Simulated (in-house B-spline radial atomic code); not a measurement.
Radial electron density of Eu5+, [Ar] 3d10 4s2 (4p1/2)2 (4p3/2)3 4d10 4f5 5s2 5p6. Level of theory: Dirac-Hartree-Fock, average of the jj configuration, Fermi nucleus of rms radius 5.1115 fm; calculated with an all-electron radial atomic-structure program (B-spline basis).

Columns: r (bohr), 4πr²n(r) (electrons per bohr), bar.

```
0.000724    2.278 #
 0.00089    3.222 #
 0.00109    4.507 ##
 0.00134    6.304 ###
 0.00165    8.777 ###
 0.00203    12.09 #####
 0.00249     16.4 #######
 0.00307    22.12 #########
 0.00377    29.17 ############
 0.00463    37.71 ###############
 0.00569    47.61 ###################
 0.00699    58.31 #######################
 0.00859    68.92 ###########################
  0.0106     78.2 ###############################
   0.013    84.12 #################################
   0.016    85.81 ##################################
  0.0196    83.24 #################################
  0.0241    78.38 ###############################
  0.0296    75.35 ##############################
  0.0364    78.55 ###############################
  0.0447    89.32 ###################################
   0.055    103.3 #########################################
  0.0675    110.8 ############################################
   0.083    105.2 ##########################################
   0.102    91.11 ####################################
   0.125    83.07 #################################
   0.154     89.3 ###################################
   0.189    97.51 #######################################
   0.233     87.2 ###################################
   0.286    60.31 ########################
   0.351    41.17 ################
   0.432    41.88 #################
   0.531    46.06 ##################
   0.652    38.01 ###############
   0.801    23.92 ##########
   0.985    14.99 ######
    1.21    11.32 ####
    1.49    7.918 ###
    1.83    4.018 ##
    2.25    1.312 #
    2.76   0.2602 
    3.39  0.02773 
    4.17 0.001377 
    5.12 2.841e-05
```

On this grid the curve has 4 maxima, near 0.016, 0.0675, 0.189, 0.531 bohr.

The 4f7/2 radial function P(r) = rR(r), positive near the nucleus, with its small component Q(r) (sign convention: Q ≈ (P' + κP/r)/2c):

```json
{"r (bohr)": "0.0296", "P": "0.001517", "Q": "-7.957e-05"}
{"r (bohr)": "0.0447", "P": "0.006326", "Q": "-0.0003192"}
{"r (bohr)": "0.0675", "P": "0.02403", "Q": "-0.001149"}
{"r (bohr)": "0.102", "P": "0.08056", "Q": "-0.003583"}
{"r (bohr)": "0.154", "P": "0.2276", "Q": "-0.009229"}
{"r (bohr)": "0.233", "P": "0.5203", "Q": "-0.01871"}
{"r (bohr)": "0.351", "P": "0.9079", "Q": "-0.0283"}
{"r (bohr)": "0.531", "P": "1.156", "Q": "-0.03055"}
{"r (bohr)": "0.801", "P": "1.019", "Q": "-0.02217"}
{"r (bohr)": "1.21", "P": "0.5987", "Q": "-0.01053"}
{"r (bohr)": "1.83", "P": "0.2144", "Q": "-0.003082"}
{"r (bohr)": "2.76", "P": "0.03851", "Q": "-0.0004741"}
{"r (bohr)": "4.17", "P": "0.002256", "Q": "-2.506e-05"}
```
